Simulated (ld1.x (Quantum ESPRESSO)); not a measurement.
# Reading a pseudo-wave (copper)

Columns: radius, all-electron u(r) and pseudo u(r) of the 3p shell (level -76.17 eV) of copper in the configuration [Ne] 3s2 3p6 3d10 4s0.5 4p0; BLYP, scalar-relativistic, TM scheme, ld1.x (Quantum ESPRESSO) 7.5.

```json
{"r (bohr)": "0.075", "all-electron": "0.5134", "pseudo": "-0.0484"}
{"r (bohr)": "0.150", "all-electron": "0.6178", "pseudo": "-0.1854"}
{"r (bohr)": "0.225", "all-electron": "0.2377", "pseudo": "-0.3882"}
{"r (bohr)": "0.300", "all-electron": "-0.2719", "pseudo": "-0.6231"}
{"r (bohr)": "0.375", "all-electron": "-0.7104", "pseudo": "-0.8520"}
{"r (bohr)": "0.450", "all-electron": "-1.0127", "pseudo": "-1.0412"}
{"r (bohr)": "0.525", "all-electron": "-1.1807", "pseudo": "-1.1682"}
{"r (bohr)": "0.600", "all-electron": "-1.2415", "pseudo": "-1.2253"}
{"r (bohr)": "0.675", "all-electron": "-1.2272", "pseudo": "-1.2187"}
{"r (bohr)": "0.750", "all-electron": "-1.1651", "pseudo": "-1.1634"}
{"r (bohr)": "0.825", "all-electron": "-1.0762", "pseudo": "-1.0773"}
{"r (bohr)": "0.900", "all-electron": "-0.9748", "pseudo": "-0.9760"}
{"r (bohr)": "0.975", "all-electron": "-0.8706", "pseudo": "-0.8711"}
{"r (bohr)": "1.050", "all-electron": "-0.7692", "pseudo": "-0.7693"}
{"r (bohr)": "1.125", "all-electron": "-0.6742", "pseudo": "-0.6742"}
{"r (bohr)": "1.200", "all-electron": "-0.5871", "pseudo": "-0.5871"}
{"r (bohr)": "1.275", "all-electron": "-0.5088", "pseudo": "-0.5088"}
{"r (bohr)": "1.350", "all-electron": "-0.4391", "pseudo": "-0.4391"}
{"r (bohr)": "1.425", "all-electron": "-0.3777", "pseudo": "-0.3777"}
{"r (bohr)": "1.500", "all-electron": "-0.3241", "pseudo": "-0.3241"}
{"r (bohr)": "1.575", "all-electron": "-0.2774", "pseudo": "-0.2774"}
{"r (bohr)": "1.650", "all-electron": "-0.2371", "pseudo": "-0.2371"}
{"r (bohr)": "1.725", "all-electron": "-0.2022", "pseudo": "-0.2022"}
{"r (bohr)": "1.800", "all-electron": "-0.1723", "pseudo": "-0.1723"}
{"r (bohr)": "1.875", "all-electron": "-0.1466", "pseudo": "-0.1466"}
{"r (bohr)": "1.950", "all-electron": "-0.1246", "pseudo": "-0.1246"}
```

(1) How many radial nodes do the two functions have?

(2) At about which radius was the pseudo-wave matched?

(3) Where does each function peak?

(4) Is the pseudo-wave norm-conserving?

Answers

(1) The all-electron 3p function has n − l − 1 = 1; the pseudo-wave has 0, since the states of the same l below it are removed with the core.

(2) 1.20 bohr. The columns agree to 0.0005 from 0.97 bohr on; several derivatives are matched, so the curves merge somewhat inside the radius.

(3) Outermost all-electron maximum near 0.60 bohr, pseudo maximum near 0.60 bohr (to the table’s step).

(4) Yes: the TM scheme keeps the norm inside the radius equal to the all-electron one, which fixes the energy derivative of the logarithmic derivative at the level.
